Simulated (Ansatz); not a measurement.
Steps of a relaxation of C2H5GeNO (`[GeH3][CH]1N=CO1`) with RKS PBE0-D4/def2-TZVP.

```sh
$ ansatz run in.yaml --threads 4 --pin off --events-out ev --progress --plain --max-ram 10444MiB
```

```yaml
crystal:
  periodic: [false, false, false]
  atoms:
    - {symbol: Ge, position_ang: [-0.636225, -1.010367, 0.971173]}
    - {symbol: C, position_ang: [0.462016, 0.485236, 0.254787]}
    - {symbol: N, position_ang: [1.324467, 0.108679, -0.867068]}
    - {symbol: C, position_ang: [0.539972, 0.881838, -1.556008]}
    - {symbol: O, position_ang: [-0.353202, 1.360732, -0.635536]}
    - {symbol: H, position_ang: [-1.687645, -0.443765, 1.958189]}
    - {symbol: H, position_ang: [0.302528, -1.999166, 1.702870]}
    - {symbol: H, position_ang: [-1.320331, -1.684071, -0.239978]}
    - {symbol: H, position_ang: [0.958615, 1.095304, 1.039037]}
    - {symbol: H, position_ang: [0.492804, 1.154381, -2.624566]}
basis:
  gaussian: {orbitals: def2-TZVP}
hamiltonian: {xc: pbe0, dispersion: d4}
relax: {f_tol: 0.005, max_steps: 150}
```

Positions (Å) and forces (eV/Å) along the path, 9 of 9 steps:

```xyz
10
step=1 energy=-62197.4270 eV
Ge   -0.636   -1.010    0.971   -0.004    0.000   -0.018
C     0.462    0.485    0.255    0.009    0.224    0.234
N     1.324    0.109   -0.867   -1.001    0.928   -0.453
C     0.540    0.882   -1.556    0.271   -0.273    0.385
O    -0.353    1.361   -0.636    0.811   -0.561   -0.233
H    -1.688   -0.444    1.958    0.160   -0.082   -0.143
H     0.303   -1.999    1.703   -0.138    0.149   -0.103
H    -1.320   -1.684   -0.240    0.095    0.094    0.184
H     0.959    1.095    1.039   -0.241   -0.300   -0.463
H     0.493    1.154   -2.625    0.038   -0.179    0.611
10
step=2 energy=-62197.4651 eV
Ge   -0.635   -1.008    0.967    0.031    0.026   -0.014
C     0.458    0.481    0.256   -0.029    0.145   -0.036
N     1.317    0.118   -0.868   -0.262    0.207   -0.127
C     0.541    0.881   -1.550    0.028   -0.043    0.233
O    -0.346    1.353   -0.635    0.258   -0.218   -0.079
H    -1.675   -0.445    1.948    0.017   -0.003   -0.017
H     0.297   -1.987    1.695   -0.013    0.016   -0.012
H    -1.317   -1.680   -0.231    0.012    0.012    0.022
H     0.951    1.087    1.027   -0.064   -0.098   -0.135
H     0.493    1.148   -2.606    0.023   -0.043    0.165
10
step=3 energy=-62197.4684 eV
Ge   -0.633   -1.008    0.968    0.001    0.005    0.006
C     0.453    0.479    0.253   -0.089   -0.044   -0.070
N     1.307    0.113   -0.870    0.095    0.038    0.018
C     0.543    0.884   -1.546   -0.091   -0.045    0.030
O    -0.349    1.344   -0.637    0.073    0.038    0.030
H    -1.671   -0.440    1.947   -0.006   -0.003    0.006
H     0.299   -1.984    1.695    0.001   -0.001    0.003
H    -1.316   -1.679   -0.228   -0.006   -0.007   -0.001
H     0.948    1.083    1.016    0.013    0.013   -0.002
H     0.503    1.156   -2.595    0.009    0.007   -0.021
10
step=4 energy=-62197.4687 eV
Ge   -0.634   -1.008    0.967   -0.003   -0.002    0.001
C     0.452    0.478    0.252    0.005    0.037   -0.018
N     1.312    0.119   -0.869    0.027   -0.097    0.002
C     0.540    0.881   -1.547    0.017    0.077    0.004
O    -0.344    1.349   -0.636   -0.058   -0.029    0.009
H    -1.672   -0.442    1.947   -0.002    0.002    0.002
H     0.299   -1.983    1.695    0.004    0.000    0.001
H    -1.318   -1.682   -0.227   -0.005   -0.006   -0.003
H     0.946    1.080    1.016    0.017    0.017    0.034
H     0.501    1.154   -2.595   -0.002    0.002   -0.033
10
step=5 energy=-62197.4691 eV
Ge   -0.634   -1.008    0.967    0.001   -0.001    0.003
C     0.452    0.479    0.252   -0.021    0.006   -0.013
N     1.311    0.117   -0.870    0.014   -0.011   -0.004
C     0.542    0.883   -1.547   -0.008    0.013    0.009
O    -0.346    1.347   -0.636    0.006   -0.007    0.005
H    -1.672   -0.442    1.948    0.000    0.001    0.000
H     0.299   -1.982    1.696    0.001    0.001    0.000
H    -1.319   -1.683   -0.226   -0.001   -0.002    0.001
H     0.947    1.081    1.016    0.004    0.001    0.003
H     0.502    1.156   -2.596    0.003   -0.001   -0.004
10
step=6 energy=-62197.4691 eV rejected
Ge   -0.635   -1.008    0.967   -0.004   -0.004    0.006
C     0.451    0.479    0.252    0.019    0.000   -0.052
N     1.311    0.116   -0.870   -0.009   -0.003    0.032
C     0.542    0.883   -1.547   -0.005    0.013    0.012
O    -0.346    1.347   -0.637    0.000   -0.002    0.004
H    -1.671   -0.442    1.949   -0.001   -0.001    0.000
H     0.300   -1.982    1.694    0.001    0.000    0.001
H    -1.320   -1.682   -0.226   -0.001   -0.002    0.002
H     0.946    1.081    1.017    0.001    0.000    0.000
H     0.504    1.156   -2.596    0.001    0.000   -0.005
10
step=7 energy=-62197.4691 eV
Ge   -0.634   -1.008    0.967    0.000   -0.001    0.002
C     0.451    0.479    0.251   -0.007    0.001   -0.009
N     1.311    0.116   -0.870    0.003   -0.001    0.000
C     0.542    0.884   -1.547   -0.002    0.004    0.003
O    -0.346    1.347   -0.637    0.002   -0.002    0.003
H    -1.672   -0.442    1.948    0.000    0.000    0.000
H     0.300   -1.982    1.696    0.001    0.001    0.000
H    -1.319   -1.683   -0.225   -0.001   -0.002    0.001
H     0.947    1.081    1.016    0.001   -0.001    0.000
H     0.503    1.157   -2.596    0.003    0.000   -0.001
10
step=8 energy=-62197.4691 eV
Ge   -0.635   -1.008    0.968    0.002    0.001   -0.004
C     0.449    0.478    0.250   -0.010    0.004   -0.003
N     1.311    0.117   -0.870    0.006   -0.002   -0.001
C     0.544    0.884   -1.548   -0.001    0.003    0.008
O    -0.346    1.347   -0.639   -0.002   -0.001    0.005
H    -1.669   -0.443    1.953    0.000    0.001    0.000
H     0.302   -1.982    1.693    0.001    0.000    0.001
H    -1.324   -1.684   -0.222   -0.001   -0.001    0.001
H     0.943    1.081    1.016    0.004   -0.002   -0.003
H     0.508    1.159   -2.597    0.001   -0.002   -0.004
10
step=9 energy=-62197.4691 eV
Ge   -0.635   -1.009    0.967    0.000    0.001    0.003
C     0.449    0.478    0.250    0.000   -0.004   -0.001
N     1.311    0.117   -0.870   -0.001    0.002    0.000
C     0.544    0.885   -1.548    0.000    0.002   -0.002
O    -0.346    1.348   -0.639    0.000    0.001   -0.001
H    -1.670   -0.442    1.951   -0.001    0.000    0.000
H     0.302   -1.981    1.694    0.000   -0.001    0.000
H    -1.324   -1.687   -0.221    0.002    0.001    0.000
H     0.944    1.080    1.015    0.000   -0.002    0.000
H     0.508    1.160   -2.597    0.001    0.000    0.000
```

Hardware: 4 threads of an AMD EPYC 9R45 on a shared host. Wall time 14 s, peak host memory 0.59 GiB.
